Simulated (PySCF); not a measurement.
Pb(H)(OH) (H2OPb), SMILES [OH][PbH] (connectivity only; charge and spin as stated), neutral, multiplicity 1. Atoms are numbered in the order given.

```xyz
4

Pb     0.0214     0.2098     0.0000
H     -1.8566     0.2644     0.0000
O      0.1081    -1.8956     0.0000
H     -0.7641    -2.3053     0.0000
```

Geometry: B3LYP-D3(BJ)/def2-TZVP. The def2 effective core potentials stand for the cores of Pb; spin–orbit coupling is left out.

Computed with C-PCM-PBE0/def2-SVP in PySCF.

The values are the electrostatic part of the solvation free energy, E(continuum) − E(gas) at the gas-phase geometry, in a cavity of scaled van der Waals radii (PySCF's table); cavitation and dispersion terms are not included. A continuum can't describe solvent molecules that bind to the metal. In vacuum the orbital gap is 4.56 eV. The dipole moment in vacuum is 1.72 D.

Question: Estimate the values in water (ε = 78.36), benzene (ε = 2.27), chloroform (ε = 4.71). (Estimate from the structure and the level; the computed values follow.)

Answer: 
```csv
solvent,ε,ΔG(elec) (kcal/mol),dipole (D),gap (eV)
water,78.36,-7.3,2.36,4.90
benzene,2.27,-3.9,2.04,4.74
chloroform,4.71,-5.7,2.20,4.82
```
